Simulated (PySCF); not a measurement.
PySCF input (CCSD(T)/cc-pVDZ):

```python
from pyscf import gto, scf, mp, cc as ccmod

mol = gto.M(
    atom='''
    Si    0.10505760   -0.40264812   -0.14705777
    N     1.42001169    0.56346560   -0.41014175
    N    -1.35545012    0.20156203    0.72604034
    H     0.52908290   -1.57046259    0.69994073
    H    -0.64765239   -1.03002294   -1.32388573
    H     1.28131925    1.32655267   -1.06929619
    H    -1.09424975    0.87288982    1.44295004
    H    -1.99123737    0.68292340    0.09780969
    ''',
    basis='cc-pvdz',
    charge=-1,
    spin=0,
    verbose=4,
)

mf = scf.RHF(mol)
mf.conv_tol = 1e-10
mf.max_cycle = 100
mf.kernel()
mp2 = mp.MP2(mf, frozen=7).run()
cc = ccmod.CCSD(mf, frozen=7)
cc.max_cycle = 100
cc.kernel()
et = cc.ccsd_t()
print(f'E(CCSD(T)) = {cc.e_tot + et:.9f}')
```

Output:

```
PySCF version 2.14.0

[INPUT] verbose = 4
[INPUT] num. atoms = 8
[INPUT] num. electrons = 34
[INPUT] charge = -1
[INPUT] spin (= nelec alpha-beta = 2S) = 0
[INPUT] symmetry False subgroup None
[INPUT] Mole.unit = angstrom
[INPUT] Symbol           X                Y                Z      unit          X                Y                Z       unit  Magmom
[INPUT]  1 Si     0.105057600000  -0.402648120000  -0.147057770000 AA    0.198530091304  -0.760894671371  -0.277898909789 Bohr   0.0
[INPUT]  2 N      1.420011690000   0.563465600000  -0.410141750000 AA    2.683433187781   1.064795664614  -0.775055579750 Bohr   0.0
[INPUT]  3 N     -1.355450120000   0.201562030000   0.726040340000 AA   -2.561429502309   0.380897033811   1.372017397986 Bohr   0.0
[INPUT]  4 H      0.529082900000  -1.570462590000   0.699940730000 AA    0.999821778191  -2.967744183975   1.322696283128 Bohr   0.0
[INPUT]  5 H     -0.647652390000  -1.030022940000  -1.323885730000 AA   -1.223885641020  -1.946461258619  -2.501781449920 Bohr   0.0
[INPUT]  6 H      1.281319250000   1.326552670000  -1.069296190000 AA    2.421342460633   2.506821236111  -2.020676945141 Bohr   0.0
[INPUT]  7 H     -1.094249750000   0.872889820000   1.442950040000 AA   -2.067832339374   1.649522696721   2.726780387030 Bohr   0.0
[INPUT]  8 H     -1.991237370000   0.682923400000   0.097809690000 AA   -3.762893278299   1.290538190057   0.184833526429 Bohr   0.0

nuclear repulsion = 109.784193069852
number of shells = 30
number of NR pGTOs = 128
number of NR cGTOs = 71
basis = cc-pvdz
ecp = {}

******** <class 'pyscf.scf.hf.RHF'> ********
method = RHF
initial guess = minao
damping factor = 0
level_shift factor = 0
DIIS = <class 'pyscf.scf.diis.CDIIS'>
diis_start_cycle = 1
diis_space = 8
diis_damp = 0
SCF conv_tol = 1e-10
SCF conv_tol_grad = None
SCF max_cycles = 100
direct_scf = True
direct_scf_tol = 1e-13
Set gradient conv threshold to 1e-05
Initial guess from minao.
init E= -400.627421584352
  HOMO = -0.262342298862968  LUMO = 0.104779619443085  gap/eV = 9.98990
cycle= 1 E= -400.644530839074  delta_E= -0.0171  |g|= 0.558  |ddm|= 2.27
  HOMO = 0.0118345019825283  LUMO = 0.349323154577311  gap/eV = 9.18353
cycle= 2 E= -400.69938561032  delta_E= -0.0549  |g|= 0.353  |ddm|= 0.989
  HOMO = -0.0980891025827471  LUMO = 0.351046756165389  gap/eV = 12.22161
cycle= 3 E= -400.728489640692  delta_E= -0.0291  |g|= 0.0473  |ddm|= 0.377
  HOMO = -0.0955909285485452  LUMO = 0.353040590245284  gap/eV = 12.20789
cycle= 4 E= -400.729346623257  delta_E= -0.000857  |g|= 0.0156  |ddm|= 0.0786
  HOMO = -0.0963816408673694  LUMO = 0.354250177019989  gap/eV = 12.26232
cycle= 5 E= -400.729435452192  delta_E= -8.88e-05  |g|= 0.00435  |ddm|= 0.0231
  HOMO = -0.0960008812606494  LUMO = 0.353825849513588  gap/eV = 12.24041
cycle= 6 E= -400.729445052355  delta_E= -9.6e-06  |g|= 0.00132  |ddm|= 0.00759
  HOMO = -0.0959670215962252  LUMO = 0.3538710042461  gap/eV = 12.24072
cycle= 7 E= -400.729446637837  delta_E= -1.59e-06  |g|= 0.000421  |ddm|= 0.0038
  HOMO = -0.0959221124943346  LUMO = 0.353885781735671  gap/eV = 12.23990
cycle= 8 E= -400.729446829808  delta_E= -1.92e-07  |g|= 0.000122  |ddm|= 0.00159
  HOMO = -0.0959225735732638  LUMO = 0.353881023401852  gap/eV = 12.23978
cycle= 9 E= -400.729446847244  delta_E= -1.74e-08  |g|= 3.52e-05  |ddm|= 0.000514
  HOMO = -0.0959108867921716  LUMO = 0.353881937086377  gap/eV = 12.23949
cycle= 10 E= -400.729446848604  delta_E= -1.36e-09  |g|= 9.49e-06  |ddm|= 0.000144
  HOMO = -0.0959084233019727  LUMO = 0.353881286338327  gap/eV = 12.23940
cycle= 11 E= -400.729446848699  delta_E= -9.51e-11  |g|= 2.17e-06  |ddm|= 3.72e-05
  HOMO = -0.0959088177402658  LUMO = 0.353881384356735  gap/eV = 12.23941
Extra cycle  E= -400.729446848701  delta_E= -2.44e-12  |g|= 1.18e-06  |ddm|= 4.88e-06
converged SCF energy = -400.729446848701

******** <class 'pyscf.mp.mp2.RMP2'> ********
nocc = 10, nmo = 64
frozen orbitals 7
E(RMP2) = -401.190857225408  E_corr = -0.461410376706427
E(SCS-RMP2) = -401.187715449137  E_corr = -0.458268600435471
E_corr(same-spin) = -0.110104444167971
E_corr(oppo-spin) = -0.351305932538456

******** <class 'pyscf.cc.ccsd.CCSD'> ********
CC2 = 0
CCSD nocc = 10, nmo = 64
frozen orbitals 7
max_cycle = 100
direct = 0
conv_tol = 1e-07
conv_tol_normt = 1e-05
diis_space = 6
diis_start_cycle = 0
diis_start_energy_diff = 1e+09
Init t2, MP2 energy = -401.190857254982  E_corr(MP2) -0.461410406280805
Init E_corr(CCSD) = -0.461410406281464
cycle = 1  E_corr(CCSD) = -0.478680944372562  dE = -0.0172705381  norm(t1,t2) = 0.0614182
cycle = 2  E_corr(CCSD) = -0.491327908833556  dE = -0.0126469645  norm(t1,t2) = 0.0192918
cycle = 3  E_corr(CCSD) = -0.492744692588522  dE = -0.00141678375  norm(t1,t2) = 0.0110945
cycle = 4  E_corr(CCSD) = -0.495095477576392  dE = -0.00235078499  norm(t1,t2) = 0.00465459
cycle = 5  E_corr(CCSD) = -0.49507993746005  dE = 1.55401163e-05  norm(t1,t2) = 0.00153884
cycle = 6  E_corr(CCSD) = -0.494958689514305  dE = 0.000121247946  norm(t1,t2) = 0.000632597
cycle = 7  E_corr(CCSD) = -0.494944656992291  dE = 1.4032522e-05  norm(t1,t2) = 0.000220846
cycle = 8  E_corr(CCSD) = -0.494956861084082  dE = -1.22040918e-05  norm(t1,t2) = 9.03472e-05
cycle = 9  E_corr(CCSD) = -0.494957640924308  dE = -7.79840226e-07  norm(t1,t2) = 3.8326e-05
cycle = 10  E_corr(CCSD) = -0.494957940410749  dE = -2.99486442e-07  norm(t1,t2) = 1.50227e-05
cycle = 11  E_corr(CCSD) = -0.49495765206685  dE = 2.88343899e-07  norm(t1,t2) = 5.53495e-06
cycle = 12  E_corr(CCSD) = -0.494957518041385  dE = 1.34025466e-07  norm(t1,t2) = 2.59984e-06
cycle = 13  E_corr(CCSD) = -0.494957536008081  dE = -1.79666965e-08  norm(t1,t2) = 1.1135e-06
CCSD converged
E(CCSD) = -401.2244043847093  E_corr = -0.4949575360080813
CCSD(T) correction = -0.0139128122195873
E(CCSD(T)) = -401.238317197
```

It need not be the lowest isomer of its formula. Whether it binds its extra electron was not tested at this geometry.
